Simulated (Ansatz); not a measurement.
`O=CC(O)[SiH2]O` → 2 C• + 6 H• + 3 O• + Si•  (atomization)

Computed with Ansatz on PBE0-D4/def2-TZVP structures; ΔE is electronic, products minus reactants. CCSD(T)/CBS is the MP2 limit (def2-TZVPP, def2-QZVPP) plus CCSD(T) − MP2 in def2-TZVPP, frozen cores. This one scheme is used for every species, atoms too. DFT in def2-TZVPP. B3LYP here is the variant with VWN-RPA as its local correlation; programs differ in this. No spin–orbit coupling; open shells (•) take unrestricted orbitals. Spin–orbit coupling would lower the free atoms: a little for C, O, Si. Each species was taken in one conformer, which may not be the lowest.

```tsv
level	ΔE (kcal/mol)	difference from CCSD(T)/CBS
PBE-D4	1152.5	27.0
r2SCAN-D4	1127.3	1.8
B3LYP-D4	1120.3	-5.2
ωB97X-V	1126.3	0.8
B2PLYP	1110.6	-14.9
r2SCAN	1125.8	0.3
B3LYP	1110.8	-14.7
HF/def2-TZVPP	780.3	-345.2
MP2/def2-TZVPP	1121.4	-4.1
SCS-MP2/def2-TZVPP	1110.9	-14.6
CCSD(T)/def2-TZVPP	1092.4	-33.1
HF/def2-QZVPP	782.2	-343.3
SCS-MP2/def2-QZVPP	1132.9	7.4
HF/CBS(def2)	782.5	-343.0
MP2/CBS(def2)	1154.6	29.1
CCSD/CBS(def2)	1105.2	-20.3
CCSD(T)/CBS	1125.5	0
```

Largest T1 diagnostic among the species: 0.014.

In def2-TZVPP, CCSD(T) changes the Hartree–Fock value by +312.1 kcal/mol (the triples alone add +20.4 kcal/mol) and MP2 by +341.2 kcal/mol; breaking electron pairs costs correlation energy, which Hartree–Fock lacks. The D4 term adds +9.6 kcal/mol with B3LYP and +5.0 kcal/mol with PBE0; it sums over pairs of atoms, weighted by their polarisabilities, and B3LYP, whose exchange is more repulsive, gets the larger term. From PBE to PBE0 (25 % exact exchange), in def2-TZVPP and without D4, ΔE moves by −30.8 kcal/mol: exact exchange takes away binding that semilocal exchange gives to molecules.

For atomizations the MP2-based limit and the directly extrapolated one differ by several kJ/mol either way, and by 10 to 25 for some Ge, Se and Sn compounds, so smaller differences from it don't rank the levels.
